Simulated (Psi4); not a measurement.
HCl2Ge (SMILES [Cl][GeH][Cl]), doublet, at a GFN2-xTB geometry; PBE0/STO-3G run with Psi4.

Here is a job for Psi4.
```
memory 2 GB

molecule mol {
0 2
Cl   -0.523830   -1.716355   -0.352223
Ge    0.509805    0.011719    0.422822
Cl   -0.547906    1.694003   -0.417714
H     1.905743    0.004978   -0.441385
}

set {
  basis sto-3g
  reference uks
  scf_type pk
  puream true
  d_convergence 1e-8
  dft_radial_points 99
  dft_spherical_points 590
}

energy('pbe0')
print_variables()
```

Problem. Write the output that Psi4 gives for this input, abridged.

Solution. 
```
   => Loading Basis Set <=

    Name: STO-3G
    Role: ORBITAL
    Keyword: BASIS

         ---------------------------------------------------------
                                   SCF
               by Justin Turney, Rob Parrish, Andy Simmonett
                          and Daniel G. A. Smith
                              UKS Reference
         ---------------------------------------------------------

  ==> Geometry <==

    Molecular point group: c1
    Full point group: C1

    Geometry (in Angstrom), charge = 0, multiplicity = 2:

       Center              X                  Y                   Z               Mass
    ------------   -----------------  -----------------  -----------------  -----------------
         CL          -0.538523943542    -1.716974020348    -0.379053511257    34.968852682000
         GE           0.495111056458     0.011099979652     0.395991488743    73.921177761000
         CL          -0.562599943542     1.693383979652    -0.444544511257    34.968852682000
         H            1.891049056458     0.004358979652    -0.468215511257     1.007825032230

  Running in c1 symmetry.

  Rotational constants: A =      0.25306  B =      0.08193  C =      0.06296 [cm^-1]
  Rotational constants: A =   7586.52230  B =   2456.31048  C =   1887.53768 [MHz]
  Nuclear repulsion =  328.030186648378958

  Charge       = 0
  Multiplicity = 2
  Electrons    = 67
  Nalpha       = 34
  Nbeta        = 33

  ==> Algorithm <==

  SCF Algorithm Type is PK.
  DIIS enabled.
  MOM disabled.
  Fractional occupation disabled.
  Guess Type is SAD.
  Energy threshold   = 1.00e-06
  Density threshold  = 1.00e-08
  Integral threshold = 1.00e-12

  ==> Primary Basis <==

  Basis Set: STO-3G
    Blend: STO-3G
    Number of shells: 19
    Number of basis functions: 37
    Number of Cartesian functions: 38
    Spherical Harmonics?: true
    Max angular momentum: 2

  ==> DFT Potential <==

   => LibXC <=

    Version 7.1.2
    S. Lehtola, C. Steigemann, M. J. T. Oliveira, and M. A. L. Marques,  SoftwareX 7, 1–5 (2018) (10.1016/j.softx.2017.11.002)

   => Composite Functional: PBE0 <=

    PBE0 Hyb-GGA Exchange-Correlation Functional

    C. Adamo and V. Barone,  J. Chem. Phys. 110, 6158 (1999) (10.1063/1.478522)
    M. Ernzerhof and G. E. Scuseria,  J. Chem. Phys. 110, 5029 (1999) (10.1063/1.478401)

    Deriv               =              1
    GGA                 =           TRUE
    Meta                =          FALSE

    Exchange Hybrid     =           TRUE
    MP2 Hybrid          =          FALSE

   => Exchange Functionals <=

    0.7500   Perdew, Burke & Ernzerhof

   => Exact (HF) Exchange <=

    0.2500               HF

   => Correlation Functionals <=

    1.0000   Perdew, Burke & Ernzerhof

   => LibXC Density Thresholds  <==

    XC_HYB_GGA_XC_PBEH:  1.00E-15

   => Molecular Quadrature <=

    Radial Scheme          =       TREUTLER
    Pruning Scheme         =           NONE
    Nuclear Scheme         =       TREUTLER

    Blocking Scheme        =         OCTREE
    BS radius alpha        =              1
    Pruning alpha          =              1
    Radial Points          =             99
    Spherical Points       =            590
    Total Points           =         209246
    Total Blocks           =           1578
    Max Points             =            256
    Max Functions          =             31
    Weights Tolerance      =       1.00E-15

  ==> Integral Setup <==

  Using in-core PK algorithm.
   Calculation information:
      Number of atoms:                   4
      Number of AO shells:              19
      Number of primitives:             57
      Number of atomic orbitals:        38
      Number of basis functions:        37

      Integral cutoff                 1.00e-12
      Number of threads:                 1

  Performing in-core PK
  Using 494912 doubles for integral storage.
  We computed 12343 shell quartets total.
  Whereas there are 18145 unique shell quartets.

  ==> DiskJK: Disk-Based J/K Matrices <==

    J tasked:                  Yes
    K tasked:                  Yes
    wK tasked:                  No
    Schwarz Cutoff:          1E-12

  Minimum eigenvalue in the overlap matrix is 3.3342848580E-01.
  Reciprocal condition number of the overlap matrix is 1.8652638851E-01.
    Using symmetric orthogonalization.

  ==> Pre-Iterations <==

  SCF Guess: Superposition of Atomic Densities via on-the-fly atomic UHF (no occupation information).

   -------------------------
    Irrep   Nso     Nmo
   -------------------------
     A         37      37
   -------------------------
    Total      37      37
   -------------------------

  ==> Iterations <==

                        Total Energy        Delta E     RMS |[F,P]|

   @UKS iter SAD: -2961.40044493131245   -2.96140e+03   0.00000e+00
   @UKS iter   1: -2963.21458299537653   -1.81414e+00   1.74610e-02 DIIS/ADIIS
   @UKS iter   2: -2962.04327692052948    1.17131e+00   4.11516e-02 DIIS/ADIIS
   @UKS iter   3: -2963.55655215066236   -1.51328e+00   4.15028e-03 DIIS/ADIIS
   @UKS iter   4: -2963.58261566732244   -2.60635e-02   1.58324e-03 DIIS/ADIIS
   @UKS iter   5: -2963.58659622271671   -3.98056e-03   1.44690e-04 DIIS/ADIIS
   @UKS iter   6: -2963.58665400746258   -5.77847e-05   5.19269e-05 DIIS
   @UKS iter   7: -2963.58666270398089   -8.69652e-06   2.20152e-05 DIIS
   @UKS iter   8: -2963.58666409033685   -1.38636e-06   4.27399e-06 DIIS
   @UKS iter   9: -2963.58666419599194   -1.05655e-07   9.83855e-07 DIIS
   @UKS iter  10: -2963.58666420403551   -8.04357e-09   1.59221e-07 DIIS
   @UKS iter  11: -2963.58666420428608   -2.50566e-10   4.02934e-08 DIIS
   @UKS iter  12: -2963.58666420430654   -2.04636e-11   1.07789e-08 DIIS
   @UKS iter  13: -2963.58666420430563    9.09495e-13   2.90500e-09 DIIS
  Energy and wave function converged.

  ==> Post-Iterations <==

   Electrons on quadrature grid:
      Nalpha   =   33.9999993604 ; deviation = -6.396e-07
      Nbeta    =   32.9999993415 ; deviation = -6.585e-07
      Ntotal   =   66.9999987019 ; deviation = -1.298e-06

   @Spin Contamination Metric:   1.918858347E-03
   @S^2 Expected:                7.500000000E-01
   @S^2 Observed:                7.519188583E-01
   @S   Expected:                5.000000000E-01
   @S   Observed:                5.000000000E-01

    Orbital Energies [Eh]
    ---------------------

    Alpha Occupied:

       1A   -394.538564     2A   -100.597959     3A   -100.597952
       4A    -48.167456     5A    -43.767855     6A    -43.765745
       7A    -43.765086     8A     -9.306661     9A     -9.306355
      10A     -7.055571    11A     -7.055262    12A     -7.043713
      13A     -7.043641    14A     -7.042272    15A     -7.042184
      16A     -5.652439    17A     -3.866594    18A     -3.864029
      19A     -3.859380    20A     -0.800193    21A     -0.773071
      22A     -0.498791    23A     -0.372576    24A     -0.363826
      25A     -0.319253    26A     -0.305364    27A     -0.297318
      28A     -0.291836    29A     -0.289621    30A     -0.283783
      31A     -0.266696    32A     -0.255933    33A     -0.248031
      34A     -0.200181

    Alpha Virtual:

      35A      0.121155    36A      0.126167    37A      0.219034

    Beta Occupied:

       1A   -394.537498     2A   -100.597316     3A   -100.597309
       4A    -48.166094     5A    -43.765800     6A    -43.765087
       7A    -43.763862     8A     -9.305819     9A     -9.305516
      10A     -7.054141    11A     -7.053797    12A     -7.042136
      13A     -7.042040    14A     -7.041781    15A     -7.041738
      16A     -5.648666    17A     -3.862730    18A     -3.860308
      19A     -3.855463    20A     -0.793854    21A     -0.767361
      22A     -0.477431    23A     -0.357461    24A     -0.356016
      25A     -0.306121    26A     -0.296889    27A     -0.292484
      28A     -0.289084    29A     -0.281830    30A     -0.276413
      31A     -0.258936    32A     -0.254046    33A     -0.243374

    Beta Virtual:

      34A     -0.080408    35A      0.137911    36A      0.148478
      37A      0.247911

    Final Occupation by Irrep:
              A
    DOCC [    33 ]
    SOCC [     1 ]
    NA   [    34 ]
    NB   [    33 ]

  @UKS Final Energy: -2963.58666420430563

   => Energetics <=

    Nuclear Repulsion Energy =            328.0301866483789581
    One-Electron Energy =               -4793.6581535818095290
    Two-Electron Energy =                1604.6798495704110792
    DFT Exchange-Correlation Energy =    -102.6385468412860718
    Empirical Dispersion Energy =           0.0000000000000000
    VV10 Nonlocal Energy =                  0.0000000000000000
    Total Energy =                      -2963.5866642043056345

  UHF NO Occupations:
  HONO-2 :   32  A 1.9997669
  HONO-1 :   33  A 1.9994578
  HONO-0 :   34  A 1.0000000
  LUNO+0 :   35  A 0.0005422
  LUNO+1 :   36  A 0.0002331
  LUNO+2 :   37  A 0.0001843

Computation Completed

Properties will be evaluated at   0.000000,   0.000000,   0.000000 [a0]

Properties computed using the SCF density matrix

 Multipole Moments:

 ------------------------------------------------------------------------------------
     Multipole            Electronic (a.u.)      Nuclear  (a.u.)        Total (a.u.)
 ------------------------------------------------------------------------------------

 L = 1.  Multiply by 2.5417464519 to convert [e a0] to [Debye]
 Dipole X            :          2.7455976           -1.8604415            0.8851562
 Dipole Y            :          0.0976033           -0.0783714            0.0192319
 Dipole Z            :          4.0730980           -3.3970742            0.6760238
 Magnitude           :                                                    1.1139477

 ------------------------------------------------------------------------------------

  Variable Map:
  ----------------------------------------------------------------------------
  "CURRENT ENERGY"              =>   -2963.586664204306
  "CURRENT REFERENCE ENERGY"    =>   -2963.586664204306
  "DD SOLVATION ENERGY"         =>       0.000000000000
  "DFT FUNCTIONAL TOTAL ENERGY" =>   -2963.586664204306
  "DFT TOTAL ENERGY"            =>   -2963.586664204306
  "DFT VV10 ENERGY"             =>       0.000000000000
  "DFT XC ENERGY"               =>    -102.638546841286
  "GRID ELECTRONS ALPHA"        =>      33.999999360397
  "GRID ELECTRONS BETA"         =>      32.999999341515
  "GRID ELECTRONS TOTAL"        =>      66.999998701912
  "NUCLEAR REPULSION ENERGY"    =>     328.030186648379
  "ONE-ELECTRON ENERGY"         =>   -4793.658153581810
  "PCM POLARIZATION ENERGY"     =>       0.000000000000
  "PE ENERGY"                   =>       0.000000000000
  "SCF ITERATION ENERGY"        =>   -2963.586664204306
  "SCF ITERATIONS"              =>      13.000000000000
  "SCF TOTAL ENERGY"            =>   -2963.586664204306
  "TWO-ELECTRON ENERGY"         =>    1604.679849570411
  "XC GRID RADIAL POINTS"       =>      99.000000000000
  "XC GRID SPHERICAL POINTS"    =>     590.000000000000
  "XC GRID TOTAL POINTS"        =>  209246.000000000000

  Array Variable Map:
  ----------------------------------------------------------------------------
  "CURRENT DIPOLE"              =>       0.885156169770 ... 0.676023755247 1 by 3
  "SCF DIPOLE"                  =>       0.885156169770 ... 0.676023755247 1 by 3
  "SCF TOTAL ENERGIES"          =>   -2961.400444931312 ... -2963.586664204306 1 by 14
```
